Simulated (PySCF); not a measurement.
Calculation: PBE-D3(BJ)/def2-TZVP // BP86-D3(BJ)/def2-SVP (PySCF 2.14.0). Isolated molecules, 0 K electronic values unless said otherwise. One relaxed conformer stands for a flexible species; it need not be the lowest. 

Reference species: [Mo(F)5(NH2)] (neutral, multiplicity 1).

```yaml
charge on the central atom (Mulliken): 1.64 e
coordination_number: 6
mean_distance_from_the_central_atom_to_its_bonded_neighbours: 1.874 Å
HOMO–LUMO gap: 2.29 eV
```

After one change: the charge on the central atom (Mulliken) rises by 0.17 e; the coordination number is nearly the same; the mean distance from the central atom to its bonded neighbours drops by 0.031 Å; the HOMO–LUMO gap rises by 2.04 eV.

Q: What was changed between the two runs? The new species is one of these.
(A) [Mo(F)6]
(B) [Mo(F)(NH2)5]
(C) [Mo(F)2(NH2)4]
(D) [Mo(F)4(NH2)2]

A: A, [Mo(F)6]
